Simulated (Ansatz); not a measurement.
`OCS[SiH3]` + `[NH2][GaH][SiH3]` → `[NH2][GaH][SiH2][SiH3]` + `OCS`  (formal exchange of groups at the Si–S bond)

Calculated with Ansatz (gas phase, PBE0-D4/def2-TZVP geometries, no zero-point term in ΔE). CCSD(T)/CBS adds triple-zeta CCSD(T) − MP2 to the extrapolated MP2 energy (def2 sets, frozen cores). Functionals use def2-TZVPP. B3LYP here is the variant with VWN-RPA as its local correlation; programs differ in this. For Ga outer-core shells are correlated without core-valence functions, which leaves a few kJ/mol of doubt a bond. Scalar relativity is left out up to krypton. One conformer a species, not always the lowest.

```json
{"level": "PBE-D4", "ΔE (kcal/mol)": "10.5"}
{"level": "PBE0-D4", "ΔE (kcal/mol)": "10.7"}
{"level": "B3LYP-D4", "ΔE (kcal/mol)": "12.0"}
{"level": "MP2/def2-TZVPP", "ΔE (kcal/mol)": "13.3"}
{"level": "SCS-MP2/def2-TZVPP", "ΔE (kcal/mol)": "13.1"}
{"level": "CCSD/def2-TZVPP", "ΔE (kcal/mol)": "11.3"}
{"level": "SCS-MP2/def2-QZVPP", "ΔE (kcal/mol)": "13.5"}
{"level": "HF/CBS(def2)", "ΔE (kcal/mol)": "13.3"}
```

(1) What does CCSD(T)/CBS give? (Best estimate.)

Largest T1 diagnostic among the species: 0.015.

## Answers

(1) The calculation gave: +12.1 kcal/mol. The listed levels differ from it by -1.6, -1.4, -0.1, 1.2, 1.0, -0.8, 1.4, 1.2 kcal/mol.
